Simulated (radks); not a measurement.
All-electron atom: Gd in [Xe] 4f7 5d1 6s2 (the NIST ground configuration). Calculated with a radial shooting solver on a logarithmic mesh with Libxc functionals: scalar-relativistic Kohn-Sham, PBEsol, spin-polarised, spherical densities, finite nucleus; open shells are filled with parallel spins first (spin-orbit coupling, left out, can overturn this in heavy ions); Fermi nuclear charge, rms radius 5.1569 fm; hard spherical wall at 20 bohr.

Radial electron density D(r) = 4 pi r^2 rho(r):

r (bohr)  D(r) (e/bohr)   spin D(r)
0.003682          29.26    0.000149
0.00503           42.73    0.000207
0.006872          58.61    0.000261
0.009314          73.63    0.000273
0.01272           83.81    0.000189
0.01738           84.48  -0.0000481
0.02356           78.09   -0.000402
0.03218           76.32   -0.000695
0.04397           91.13   -0.000510
0.05959           110.9     0.00116
0.08141           107.7      0.0114
0.1112            87.26      0.0701
0.1507            91.50       0.322
0.2059            98.00        1.18
0.2813            61.74        3.22
0.3813            41.88        6.22
0.5209            49.85        8.35
0.7116            34.03        7.58
0.9644            16.55        5.06
1.317             10.57        2.57
1.8               5.499        1.07
2.439             2.046       0.501
3.333             1.001       0.244
4.553            0.5405      0.0688
6.17             0.1629     0.00384
8.429           0.02075    -0.00156
11.52         0.0009409   -0.000164

D(r) has 4 maxima, at r = 0.0152, 0.0677, 0.189, 0.517 bohr, and minima at 0.0290, 0.123, 0.372 bohr, inside which lie 1.94, 11.11, 29.37 electrons.
